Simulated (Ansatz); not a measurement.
`NB(N)F` + `[OH][Ti]([OH])([OH])[Cl]` → `NB(N)Cl` + `[OH][Ti]([OH])([OH])[F]`  (redistribution)

Calculated with Ansatz (gas phase, PBE0-D4/def2-TZVP geometries, no zero-point term in ΔE). CCSD(T)/CBS is the MP2 limit (def2-TZVPP, def2-QZVPP) plus CCSD(T) − MP2 in def2-TZVPP, frozen cores. DFT in def2-TZVPP. HSE06 is defined as in plane-wave codes. For Ti outer-core shells are correlated without core-valence functions, which leaves a few kJ/mol of doubt a bond. Scalar relativity is left out up to krypton. Each species was taken in one conformer, which may not be the lowest.

```
         level  ΔE (eV)
        PBE-D4     0.25
      HSE06-D4     0.32
       ωB97X-V     0.27
CCSD/CBS(def2)     0.35
```

Question: What does CCSD(T)/CBS give? (Estimate.)

Answer: Computed: +0.37 eV. The listed levels differ from it by -0.12, -0.05, -0.10, -0.02 eV.

Largest T1 diagnostic among the species: 0.024, so the coupled-cluster value is less sure than usual.

From PBE to PBE0 (25 % exact exchange), in def2-TZVPP and without D4, ΔE moves by +0.06 eV. At CCSD(T), def2-SVP lies −0.06 eV from the extrapolated value and def2-TZVPP −0.01 eV.
